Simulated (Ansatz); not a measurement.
Species: MgCl (charge 0, doublet). SMILES: [Mg][Cl]
Coordinates optimised at B3LYP-D3(BJ)/def2-TZVP (Ansatz, a program for electronic structure):
```xyz
2

Mg     0.0000     0.0000    -1.3021
Cl     0.0000     0.0000     0.9191
```
Charge 0, spin multiplicity 2.

Wanted: atomisation energy, in kcal/mol. Conventions: spin-orbit terms left out; atomisation electronic, to ground-state atoms; open shells spin-unrestricted; LANL2DZ with its own core potentials from Na on; non-relativistic. Ab initio and DFT rows: single points at B3LYP-D3(BJ) geometries (Ansatz). The spin state of an ion or metal species was assumed, not searched.

| species | coefficient | E at B3LYP/LANL2DZ (Ansatz), Eh | E at PBE0/def2-TZVPD (Ansatz), Eh |
|---|---|---|---|
| [Mg][Cl] | -1 | -15.82575 | -660.08212 |
| Cl atom | +1 | -14.89606 | -459.99797 |
| Mg atom | +1 | -0.81992 | -199.96079 |

 1 Eh = 627.5095 kcal/mol.

**Question.** Work the quantity out at each level.

**Answer.** 
- B3LYP/LANL2DZ: the sum of coefficient times E is 0.10977 Eh, or 68.88 kcal/mol. Result: 68.9 kcal/mol.
- PBE0/def2-TZVPD: the sum of coefficient times E is 0.12336 Eh, or 77.41 kcal/mol. Result: 77.4 kcal/mol.
